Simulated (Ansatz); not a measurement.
Molecular dynamics of ClH5O2Sn

The input (input.yaml):

```yaml
crystal:
  periodic: [false, false, false]
  atoms:
    - { symbol: Sn, position_ang: [0.147629, 0.344882, -0.229204] }
    - { symbol: H, position_ang: [-0.874617, 0.59878, 1.537676] }
    - { symbol: H, position_ang: [1.497643, 0.300934, -1.269964] }
    - { symbol: Cl, position_ang: [-1.42584, 1.74657, -1.277279] }
    - { symbol: O, position_ang: [-0.338013, -1.565756, -0.115125] }
    - { symbol: H, position_ang: [-1.106279, -1.707332, 0.451334] }
    - { symbol: O, position_ang: [1.142381, 1.255976, 1.428591] }
    - { symbol: H, position_ang: [2.042369, 1.144526, 1.76856] }
    - { symbol: H, position_ang: [0.025226, 0.929719, 1.849914] }
basis:
  gaussian: { orbitals: def2-SVP }
hamiltonian:
  xc: pbe0
md:
  timestep: 0.5
  n_steps: 200
  ensemble: nve
  temperature: 100.0
  initial_velocities: maxwell_boltzmann
  seed: 2532
```

Run as:

```bash
$ ansatz run input.yaml --threads 2 --pin off --max-ram 3072MiB --backend cpu --events-out ev --progress --plain --runs-dir out
```

It starts at the highest image of a converged band. Of that band: Neighbouring images differ by up to 1.4 eV, so the band resolves the path poorly. A vibrational analysis at the climbing image gives one clearly imaginary mode, 1289i cm⁻¹: a first-order saddle point.

Output, in part (one step line in 3, the closing report, with atoms numbered from 0):

```
md step     0: t =     0.00 fs  T =   100.0 K  F+E_penalty+E_count = -22513.52075373 eV  E_kin = 0.090482 eV  conserved = -22513.43027173 eV  (26 SCF iters)
md step     3: t =     1.50 fs  T =    93.9 K  F+E_penalty+E_count = -22513.51514053 eV  E_kin = 0.084998 eV  conserved = -22513.43014240 eV  (29 SCF iters)
md step     6: t =     3.00 fs  T =    89.4 K  F+E_penalty+E_count = -22513.51102154 eV  E_kin = 0.080917 eV  conserved = -22513.43010449 eV  (29 SCF iters)
md step     9: t =     4.50 fs  T =    92.6 K  F+E_penalty+E_count = -22513.51393174 eV  E_kin = 0.083775 eV  conserved = -22513.43015636 eV  (29 SCF iters)
md step    12: t =     6.00 fs  T =   100.3 K  F+E_penalty+E_count = -22513.52078319 eV  E_kin = 0.090737 eV  conserved = -22513.43004599 eV  (29 SCF iters)
md step    15: t =     7.50 fs  T =   124.6 K  F+E_penalty+E_count = -22513.54292174 eV  E_kin = 0.112772 eV  conserved = -22513.43014977 eV  (29 SCF iters)
md step    18: t =     9.00 fs  T =   157.9 K  F+E_penalty+E_count = -22513.57303142 eV  E_kin = 0.142864 eV  conserved = -22513.43016713 eV  (27 SCF iters)
md step    21: t =    10.50 fs  T =   206.1 K  F+E_penalty+E_count = -22513.61642607 eV  E_kin = 0.186518 eV  conserved = -22513.42990818 eV  (32 SCF iters)
md step    24: t =    12.00 fs  T =   300.4 K  F+E_penalty+E_count = -22513.70192587 eV  E_kin = 0.271782 eV  conserved = -22513.43014342 eV  (32 SCF iters)
md step    27: t =    13.50 fs  T =   413.9 K  F+E_penalty+E_count = -22513.80475574 eV  E_kin = 0.374462 eV  conserved = -22513.43029358 eV  (32 SCF iters)
md step    30: t =    15.00 fs  T =   528.5 K  F+E_penalty+E_count = -22513.90819712 eV  E_kin = 0.478154 eV  conserved = -22513.43004350 eV  (31 SCF iters)
md step    33: t =    16.50 fs  T =   667.0 K  F+E_penalty+E_count = -22514.03394900 eV  E_kin = 0.603558 eV  conserved = -22513.43039143 eV  (32 SCF iters)
md step    36: t =    18.00 fs  T =   790.7 K  F+E_penalty+E_count = -22514.14594191 eV  E_kin = 0.715432 eV  conserved = -22513.43050960 eV  (32 SCF iters)
md step    39: t =    19.50 fs  T =   890.9 K  F+E_penalty+E_count = -22514.23631542 eV  E_kin = 0.806117 eV  conserved = -22513.43019850 eV  (31 SCF iters)
md step    42: t =    21.00 fs  T =   992.2 K  F+E_penalty+E_count = -22514.32855599 eV  E_kin = 0.897799 eV  conserved = -22513.43075732 eV  (31 SCF iters)
md step    45: t =    22.50 fs  T =  1040.0 K  F+E_penalty+E_count = -22514.37150099 eV  E_kin = 0.941057 eV  conserved = -22513.43044373 eV  (31 SCF iters)
md step    48: t =    24.00 fs  T =  1062.4 K  F+E_penalty+E_count = -22514.39169627 eV  E_kin = 0.961255 eV  conserved = -22513.43044096 eV  (32 SCF iters)
md step    51: t =    25.50 fs  T =  1060.2 K  F+E_penalty+E_count = -22514.39000941 eV  E_kin = 0.959261 eV  conserved = -22513.43074823 eV  (28 SCF iters)
md step    54: t =    27.00 fs  T =  1011.0 K  F+E_penalty+E_count = -22514.34491117 eV  E_kin = 0.914779 eV  conserved = -22513.43013188 eV  (26 SCF iters)
md step    57: t =    28.50 fs  T =   976.3 K  F+E_penalty+E_count = -22514.31375365 eV  E_kin = 0.883348 eV  conserved = -22513.43040540 eV  (29 SCF iters)
md step    60: t =    30.00 fs  T =   941.6 K  F+E_penalty+E_count = -22514.28213964 eV  E_kin = 0.851973 eV  conserved = -22513.43016654 eV  (29 SCF iters)
md step    63: t =    31.50 fs  T =   930.0 K  F+E_penalty+E_count = -22514.27152773 eV  E_kin = 0.841453 eV  conserved = -22513.43007454 eV  (32 SCF iters)
md step    66: t =    33.00 fs  T =   950.3 K  F+E_penalty+E_count = -22514.29029753 eV  E_kin = 0.859840 eV  conserved = -22513.43045721 eV  (32 SCF iters)
md step    69: t =    34.50 fs  T =   966.2 K  F+E_penalty+E_count = -22514.30438206 eV  E_kin = 0.874227 eV  conserved = -22513.43015525 eV  (32 SCF iters)
md step    72: t =    36.00 fs  T =   997.2 K  F+E_penalty+E_count = -22514.33279302 eV  E_kin = 0.902304 eV  conserved = -22513.43048876 eV  (28 SCF iters)
md step    75: t =    37.50 fs  T =  1014.1 K  F+E_penalty+E_count = -22514.34787637 eV  E_kin = 0.917575 eV  conserved = -22513.43030155 eV  (31 SCF iters)
md step    78: t =    39.00 fs  T =  1029.5 K  F+E_penalty+E_count = -22514.36179115 eV  E_kin = 0.931523 eV  conserved = -22513.43026862 eV  (32 SCF iters)
md step    81: t =    40.50 fs  T =  1047.5 K  F+E_penalty+E_count = -22514.37822131 eV  E_kin = 0.947759 eV  conserved = -22513.43046204 eV  (32 SCF iters)
md step    84: t =    42.00 fs  T =  1053.0 K  F+E_penalty+E_count = -22514.38290774 eV  E_kin = 0.952780 eV  conserved = -22513.43012744 eV  (31 SCF iters)
md step    87: t =    43.50 fs  T =  1072.6 K  F+E_penalty+E_count = -22514.40102590 eV  E_kin = 0.970542 eV  conserved = -22513.43048430 eV  (31 SCF iters)
md step    90: t =    45.00 fs  T =  1075.5 K  F+E_penalty+E_count = -22514.40327628 eV  E_kin = 0.973100 eV  conserved = -22513.43017648 eV  (28 SCF iters)
md step    93: t =    46.50 fs  T =  1087.7 K  F+E_penalty+E_count = -22514.41430333 eV  E_kin = 0.984132 eV  conserved = -22513.43017177 eV  (28 SCF iters)
md step    96: t =    48.00 fs  T =  1109.0 K  F+E_penalty+E_count = -22514.43394964 eV  E_kin = 1.003467 eV  conserved = -22513.43048271 eV  (28 SCF iters)
md step    99: t =    49.50 fs  T =  1112.9 K  F+E_penalty+E_count = -22514.43699976 eV  E_kin = 1.006994 eV  conserved = -22513.43000557 eV  (29 SCF iters)
md step   102: t =    51.00 fs  T =  1140.4 K  F+E_penalty+E_count = -22514.46236794 eV  E_kin = 1.031880 eV  conserved = -22513.43048789 eV  (28 SCF iters)
md step   105: t =    52.50 fs  T =  1149.4 K  F+E_penalty+E_count = -22514.47018929 eV  E_kin = 1.039965 eV  conserved = -22513.43022408 eV  (28 SCF iters)
md step   108: t =    54.00 fs  T =  1162.2 K  F+E_penalty+E_count = -22514.48163988 eV  E_kin = 1.051580 eV  conserved = -22513.43005979 eV  (29 SCF iters)
md step   111: t =    55.50 fs  T =  1195.7 K  F+E_penalty+E_count = -22514.51241398 eV  E_kin = 1.081868 eV  conserved = -22513.43054647 eV  (28 SCF iters)
md step   114: t =    57.00 fs  T =  1205.0 K  F+E_penalty+E_count = -22514.52034028 eV  E_kin = 1.090267 eV  conserved = -22513.43007327 eV  (28 SCF iters)
md step   117: t =    58.50 fs  T =  1231.5 K  F+E_penalty+E_count = -22514.54480201 eV  E_kin = 1.114316 eV  conserved = -22513.43048608 eV  (28 SCF iters)
md step   120: t =    60.00 fs  T =  1239.2 K  F+E_penalty+E_count = -22514.55169826 eV  E_kin = 1.121217 eV  conserved = -22513.43048101 eV  (28 SCF iters)
md step   123: t =    61.50 fs  T =  1222.4 K  F+E_penalty+E_count = -22514.53629874 eV  E_kin = 1.106076 eV  conserved = -22513.43022265 eV  (31 SCF iters)
md step   126: t =    63.00 fs  T =  1206.6 K  F+E_penalty+E_count = -22514.52236148 eV  E_kin = 1.091737 eV  conserved = -22513.43062470 eV  (32 SCF iters)
md step   129: t =    64.50 fs  T =  1156.1 K  F+E_penalty+E_count = -22514.47629761 eV  E_kin = 1.046075 eV  conserved = -22513.43022256 eV  (32 SCF iters)
md step   132: t =    66.00 fs  T =  1109.8 K  F+E_penalty+E_count = -22514.43447837 eV  E_kin = 1.004138 eV  conserved = -22513.43034074 eV  (32 SCF iters)
md step   135: t =    67.50 fs  T =  1065.1 K  F+E_penalty+E_count = -22514.39401624 eV  E_kin = 0.963749 eV  conserved = -22513.43026709 eV  (31 SCF iters)
md step   138: t =    69.00 fs  T =  1030.1 K  F+E_penalty+E_count = -22514.36200645 eV  E_kin = 0.932013 eV  conserved = -22513.42999357 eV  (32 SCF iters)
md step   141: t =    70.50 fs  T =  1034.7 K  F+E_penalty+E_count = -22514.36645478 eV  E_kin = 0.936217 eV  conserved = -22513.43023740 eV  (32 SCF iters)
md step   144: t =    72.00 fs  T =  1060.1 K  F+E_penalty+E_count = -22514.38915541 eV  E_kin = 0.959159 eV  conserved = -22513.42999649 eV  (32 SCF iters)
md step   147: t =    73.50 fs  T =  1122.5 K  F+E_penalty+E_count = -22514.44605157 eV  E_kin = 1.015648 eV  conserved = -22513.43040359 eV  (32 SCF iters)
md step   150: t =    75.00 fs  T =  1181.3 K  F+E_penalty+E_count = -22514.49925294 eV  E_kin = 1.068851 eV  conserved = -22513.43040224 eV  (32 SCF iters)
md step   153: t =    76.50 fs  T =  1228.3 K  F+E_penalty+E_count = -22514.54173833 eV  E_kin = 1.111380 eV  conserved = -22513.43035831 eV  (32 SCF iters)
md step   156: t =    78.00 fs  T =  1264.1 K  F+E_penalty+E_count = -22514.57450810 eV  E_kin = 1.143791 eV  conserved = -22513.43071669 eV  (32 SCF iters)
md step   159: t =    79.50 fs  T =  1253.5 K  F+E_penalty+E_count = -22514.56442542 eV  E_kin = 1.134157 eV  conserved = -22513.43026868 eV  (32 SCF iters)
md step   162: t =    81.00 fs  T =  1236.5 K  F+E_penalty+E_count = -22514.54933511 eV  E_kin = 1.118786 eV  conserved = -22513.43054886 eV  (30 SCF iters)
md step   165: t =    82.50 fs  T =  1189.7 K  F+E_penalty+E_count = -22514.50689524 eV  E_kin = 1.076461 eV  conserved = -22513.43043424 eV  (31 SCF iters)
md step   168: t =    84.00 fs  T =  1124.2 K  F+E_penalty+E_count = -22514.44734598 eV  E_kin = 1.017237 eV  conserved = -22513.43010911 eV  (32 SCF iters)
md step   171: t =    85.50 fs  T =  1074.0 K  F+E_penalty+E_count = -22514.40229675 eV  E_kin = 0.971746 eV  conserved = -22513.43055030 eV  (32 SCF iters)
md step   174: t =    87.00 fs  T =   999.0 K  F+E_penalty+E_count = -22514.33392996 eV  E_kin = 0.903880 eV  conserved = -22513.43004999 eV  (32 SCF iters)
md step   177: t =    88.50 fs  T =   947.7 K  F+E_penalty+E_count = -22514.28766038 eV  E_kin = 0.857466 eV  conserved = -22513.43019435 eV  (32 SCF iters)
md step   180: t =    90.00 fs  T =   910.3 K  F+E_penalty+E_count = -22514.25394003 eV  E_kin = 0.823625 eV  conserved = -22513.43031552 eV  (32 SCF iters)
md step   183: t =    91.50 fs  T =   873.0 K  F+E_penalty+E_count = -22514.21985102 eV  E_kin = 0.789911 eV  conserved = -22513.42993985 eV  (27 SCF iters)
md step   186: t =    93.00 fs  T =   873.4 K  F+E_penalty+E_count = -22514.22060604 eV  E_kin = 0.790232 eV  conserved = -22513.43037409 eV  (28 SCF iters)
md step   189: t =    94.50 fs  T =   871.6 K  F+E_penalty+E_count = -22514.21872285 eV  E_kin = 0.788621 eV  conserved = -22513.43010201 eV  (27 SCF iters)
md step   192: t =    96.00 fs  T =   892.1 K  F+E_penalty+E_count = -22514.23735912 eV  E_kin = 0.807188 eV  conserved = -22513.43017131 eV  (31 SCF iters)
md step   195: t =    97.50 fs  T =   929.5 K  F+E_penalty+E_count = -22514.27147526 eV  E_kin = 0.841075 eV  conserved = -22513.43040010 eV  (31 SCF iters)
md step   198: t =    99.00 fs  T =   955.6 K  F+E_penalty+E_count = -22514.29487107 eV  E_kin = 0.864629 eV  conserved = -22513.43024249 eV  (31 SCF iters)
md step   200: t =   100.00 fs  T =   975.4 K  F+E_penalty+E_count = -22514.31298834 eV  E_kin = 0.882528 eV  conserved = -22513.43046033 eV  (28 SCF iters)
Total energy: -22514.31302658 eV, -827.3857429775 hartree
Atom 0 at     0.352439     0.320313    -0.417815 Å, force    -1.212964    -0.176505    -0.260065 eV/Å
Atom 1 at    -6.225816    -0.227460     4.512803 Å, force     0.322351    -0.027091     0.382609 eV/Å
Atom 2 at     1.525229    -0.264619    -1.490948 Å, force    -0.069781     0.281355    -0.027009 eV/Å
Atom 3 at    -1.484830     1.732244    -0.977812 Å, force     0.456054    -0.096860    -0.352257 eV/Å
Atom 4 at    -0.633255    -1.161837     0.387622 Å, force     0.072967    -0.962324    -0.703530 eV/Å
Atom 5 at    -0.995879    -0.862396     1.217418 Å, force    -0.218534     0.119086     0.510728 eV/Å
Atom 6 at     0.862108     1.151194     1.238871 Å, force     0.542035     0.950715     1.208803 eV/Å
Atom 7 at     0.098609     1.540108     1.703923 Å, force     0.429905    -0.115468    -0.376732 eV/Å
Atom 8 at    -5.728607    -0.269689     5.106359 Å, force    -0.322034     0.027093    -0.382547 eV/Å
Dipole moment:     0.287149     0.042258    -0.059550 e Å
```

All steps were run. The conserved energy stayed within 0.055 meV per atom of its start (net change -0.021 meV per atom), so the integration is sound. The kinetic energy rose, since the run started high on the potential surface and went downhill. It ends in pieces (ClH3O2Sn + H2), so much of that is their flight and rotation, not heat. A run of 0.1 ps of so small a system gives no equilibrium averages. The orbitals stay closed-shell, which can raise the energy where a bond breaks towards radicals; this wasn't checked here.

Between its relaxed ends the band would form Sn1–O7, H2–H9 and break Sn1–H2, O7–H9. These pairs go: Sn1–O7 2.14 → 1.92 Å, H2–H9 1.01 → 0.78 Å, Sn1–H2 2.06 → 8.24 Å, O7–H9 1.24 → 7.77 Å. In the last frame they stand as after the step (other bonds may differ from the relaxed reactants and products). It ends as ClH3O2Sn + H2. Pairs count as bonded within 1.25 times the sum of covalent radii (0.12 Å more for H–H).

Last frame:

```xyz
9
Properties=species:S:1:pos:R:3
Sn 0.352 0.320 -0.418
H -6.226 -0.228 4.513
H 1.525 -0.265 -1.491
Cl -1.485 1.732 -0.978
O -0.633 -1.162 0.388
H -0.996 -0.862 1.217
O 0.862 1.151 1.239
H 0.099 1.540 1.704
H -5.729 -0.270 5.106
```

Time of the run: 9.8 min on 2 threads of Arm Neoverse V1, on a shared host, peak memory 0.22 GiB.
